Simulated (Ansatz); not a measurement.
System: C3H6F2O (charge 0, singlet). 
Geometry from a B3LYP-D3(BJ)/def2-TZVP (Ansatz, a program for electronic structure) optimisation:
```
C
F 1 1.3569
O 1 1.3657 2 105.26
F 1 1.3824 2 106.05 3 -116.13
C 3 1.4267 1 116.69 2 -177.52
H 5 1.0867 3 105.77 1 171.09
H 5 1.0909 6 109.43 3 119.76
H 5 1.0927 6 109.11 7 120.34
C 1 1.5112 2 109.88 3 126.46
H 9 1.0881 1 108.96 2 55.27
H 9 1.0883 10 108.78 1 -120.67
H 9 1.0888 10 109.55 11 -119.79
```

Parts of the frozen-core correlation energy in cc-pVDZ (Ansatz, hartree). Frozen orbitals: 6; correlated occupied orbitals by spin: 19 and 19; virtual: 89 and 89. No spin-orbit coupling. No relativistic terms.

```tsv
term	value
reference (HF)	-390.86439
MP2 opposite-spin	-0.72418
MP2 same-spin	-0.25033
CCSD correlation	-1.01938
(T)	-0.02472
T1 diagnostic	0.011
largest doubles amplitude	0.022
```
